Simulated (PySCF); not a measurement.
A structure optimised at PBE0-D3(BJ)/def2-SVP, used in a PySCF frequency run:

```xyz
9

Ge     0.0000     0.0000     0.6353
P      1.9848     0.0000    -0.5848
P     -1.9848     0.0000    -0.5848
H      0.0000     1.2510     1.5358
H      0.0000    -1.2510     1.5358
H      1.5487    -1.0387    -1.4643
H      1.5487     1.0387    -1.4643
H     -1.5487     1.0387    -1.4643
H     -1.5487    -1.0387    -1.4643
```
Charge 0, spin multiplicity 1.

### Question
Write its SMILES, formula and point group.

### Answer
[PH2][GeH2][PH2], GeH₆P₂, C2v

### Question
What are its rotational constants (standard atomic weights)?

### Answer
7.1142, 1.9347, 1.5930 GHz
